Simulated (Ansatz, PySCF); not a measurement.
Process, species as SMILES: [C-]#[N+][CH2-] → [CH2-]C#N
Structures are relaxed separately at B3LYP-D3(BJ)/def2-TZVP in Ansatz (a first-principles code).

Property: isomerisation energy (0 K, with B3LYP-D3(BJ) harmonic zero-point energies from PySCF), in kcal/mol. Cores are frozen in the correlated levels unless marked. Spin-orbit coupling is left out. Non-relativistic. Anions need diffuse functions: aug- sets have them; def2-D sets add few; the other sets have none. CBS marks a two-point X^-3 extrapolation of the correlation energy; Hartree-Fock from the larger set. [CCSD(T)-MP2]/basis is that difference in the basis named.

```
level                                                                 program  isomerisation energy (kcal/mol)
-------------------------------------------------------------  --------------  -------------------------------
RI-HF/aug-cc-pVQZ                                                      Ansatz                            -33.9
SVWN5/def2-TZVPD                                                       Ansatz                            -32.4
BP86-D4/def2-TZVPD                                              PySCF + dftd4                            -31.9
PBE0/STO-3G                                                            Ansatz                            -40.1
PBE0-D4/def2-TZVP                                              Ansatz + dftd4                            -33.5
PBE0-D4/def2-TZVPD                                             Ansatz + dftd4                            -33.6
PBE0/def2-QZVPP                                                        Ansatz                            -34.0
TPSSh-D4/def2-TZVPD                                             PySCF + dftd4                            -31.8
r2SCANh-D4/def2-TZVPD                                          Ansatz + dftd4                            -33.8
r2SCAN0/def2-TZVPD                                                     Ansatz                            -34.3
PW6B95/def2-TZVPD                                                       PySCF                            -33.0
MN15/def2-TZVPD                                                         PySCF                            -31.4
LC-wPBE-D4/def2-TZVPD                                          Ansatz + dftd4                            -34.7
MP2/cc-pVQZ                                                            Ansatz                            -34.6
RI-MP2/cc-pVQZ                                                         Ansatz                            -34.6
SCS-MP2/STO-3G                                                         Ansatz                            -36.7
CCSD(T)/STO-3G                                                         Ansatz                            -36.4
CCSD(T)/6-31G*                                                         Ansatz                            -35.1
CCSD(T)/cc-pVDZ                                                         PySCF                            -31.2
RI-MP2/CBS(aug-cc-pVTZ,aug-cc-pVQZ)+[CCSD(T)-MP2]/aug-cc-pVDZ          Ansatz                            -32.7
RI-MP2/CBS(aug-cc-pVTZ,aug-cc-pVQZ)+[CCSD(T)-MP2]/aug-cc-pVTZ          Ansatz                            -33.1
```
